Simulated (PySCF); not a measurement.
Bonds (- single, = double, # triple, : aromatic): C1-C2, C2-N3, N3:C4, C4:C5, C5-Si6, C5:N7, N7:N8, N8:N3. C1 carries H9, H10, H11; C2 carries H12, H13; C4 carries H14; Si6 carries H15, H16, H17.

PySCF calculation with GIAO PBE0/pcSseg-1 shieldings and structure optimised with GFN2-xTB; in vacuum, relativity neglected, rapidly exchanging positions averaged, one computed conformer.

Q: List the cross peaks expected in HSQC, COSY and HMBC spectra.

A: 

HSQC (one-bond C–H):
```
               δH          δC
       7.74 (H14)  136.2 (C4)
   4.56 (H12/H13)   46.0 (C2)
1.48 (H9/H10/H11)   20.8 (C1)
```

COSY cross peaks (H two or three bonds apart, from the bond graph; peaks can be absent where the dihedral angle is near 90°):
```
            δH                 δH
4.56 (H12/H13)  1.48 (H9/H10/H11)
```

HMBC (two and three bonds, from the bond graph):
```
                δH                      δC
        7.74 (H14)   140.3 (C5), 46.0 (C2)
4.62 (H15/H16/H17)  140.3 (C5), 136.2 (C4)
    4.56 (H12/H13)   136.2 (C4), 20.8 (C1)
 1.48 (H9/H10/H11)               46.0 (C2)
```

References, each an isolated molecule treated in the same way: ¹H (31.72 ppm), ¹³C (186.93 ppm) vs TMS.

Short H···H contacts in this conformer between protons four or more bonds apart (candidates for NOE cross peaks, intensity ∝ r⁻⁶): H13···H14 2.78 Å.

Shifts are as computed. Against solution values, carbons near 30 ppm lie about +3 ppm off and those near 130 ppm about +5 ppm. Of 1211 compounds with measured shifts, 218 miss one by over three times the rms of a fit or turn the order of signals round; such compounds aren't used in these exercises.
